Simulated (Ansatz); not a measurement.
The lowest singlet and triplet of CHF (SMILES [CH]F); geometries from B3LYP-D3(BJ)/def2-TZVP, each state relaxed from the structure named, with no frequency check.
Singlet (charge 0, multiplicity 1):
```xyz
3

C     -0.57409     0.44277     0.00000
F      0.53400    -0.25531     0.00000
H     -1.36145    -0.35883     0.00000
```
Triplet (charge 0, multiplicity 3):
```xyz
3

C     -0.620     0.335     0.000
F      0.582    -0.192     0.000
H     -1.516    -0.285     0.000
```

A positive gap puts the triplet lower; no zero-point energy. R- takes a restricted singlet. U- takes an unrestricted singlet (broken symmetry where lower, unprojected). The triplet is unrestricted in single-reference levels. Active spaces average the two states.

Cores are frozen in the correlated methods.

Run with Ansatz (a first-principles code). 

```json
[
 {"level": "U-HF/cc-pVQZ (spin-contaminated)", "gap E(singlet) − E(triplet), adiabatic (eV)": "0.055"},
 {"level": "R-SVWN5/def2-TZVPP", "gap E(singlet) − E(triplet), adiabatic (eV)": "-0.482"},
 {"level": "U-r2SCAN/def2-TZVPP (spin-contaminated)", "gap E(singlet) − E(triplet), adiabatic (eV)": "-0.243"},
 {"level": "U-BHLYP/def2-TZVPP (spin-contaminated)", "gap E(singlet) − E(triplet), adiabatic (eV)": "-0.452"},
 {"level": "R-wB97M-V/def2-TZVPP", "gap E(singlet) − E(triplet), adiabatic (eV)": "-0.708"},
 {"level": "U-B2PLYP/def2-TZVPP (spin-contaminated)", "gap E(singlet) − E(triplet), adiabatic (eV)": "-0.494"},
 {"level": "R-SCS-MP2/cc-pVQZ", "gap E(singlet) − E(triplet), adiabatic (eV)": "-0.730"},
 {"level": "U-CCSD/cc-pVTZ (spin-contaminated)", "gap E(singlet) − E(triplet), adiabatic (eV)": "-0.534"},
 {"level": "SC-NEVPT2 on SA-CASSCF(2,2)/cc-pVQZ", "gap E(singlet) − E(triplet), adiabatic (eV)": "…"}
]
```

Q: What belongs in the gaps?

A: 
- SC-NEVPT2 on SA-CASSCF(2,2)/cc-pVQZ, gap E(singlet) − E(triplet), adiabatic (eV): -0.552

Doubts at one or more of the structures used: a restricted determinant that unrestricted orbitals would lower (R-SCS-MP2/cc-pVQZ); T1 above 0.05 (U-CCSD/cc-pVTZ (spin-contaminated)).
